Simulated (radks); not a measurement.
Q: The gallium ion Ga3+, configuration [Ar] 3d9.5 4s0.5 (fractional occupations, a model configuration). Calculated with a radial shooting solver on a logarithmic mesh with Libxc functionals: Dirac Kohn-Sham, BLYP, spin-unpolarised, spherical densities, point nucleus; open shells fill j = l - 1/2 first. Some entries of the table are withheld. Estimate them.

| orbital | occ. | eigenvalue (hartree) | <r> (bohr) |
|---|---|---|---|
| 1s1/2 | 2 | -377.3779 | 0.04860 |
| 2s1/2 | 2 | -47.81124 | (1) |
| 2p1/2 | 2 | (2) | (3) |
| 2p3/2 | 4 | (4) | (5) |
| 3s1/2 | 2 | -6.83953 | 0.6497 |
| 3p1/2 | 2 | -5.11978 | (6) |
| 3p3/2 | 4 | -4.98487 | (7) |
| 3d3/2 | 4 | (8) | (9) |
| 3d5/2 | 5.5 | (10) | (11) |
| 4s1/2 | 0.5 | -1.40679 | 1.931 |

A: 
(1) 2s1/2 <r> (bohr): 0.2176
(2) 2p1/2 eigenvalue (hartree): -42.49831
(3) 2p1/2 <r> (bohr): 0.1883
(4) 2p3/2 eigenvalue (hartree): -41.48104
(5) 2p3/2 <r> (bohr): 0.1918
(6) 3p1/2 <r> (bohr): 0.6680
(7) 3p3/2 <r> (bohr): 0.6785
(8) 3d3/2 eigenvalue (hartree): -2.09242
(9) 3d3/2 <r> (bohr): 0.7676
(10) 3d5/2 eigenvalue (hartree): -2.07450
(11) 3d5/2 <r> (bohr): 0.7725
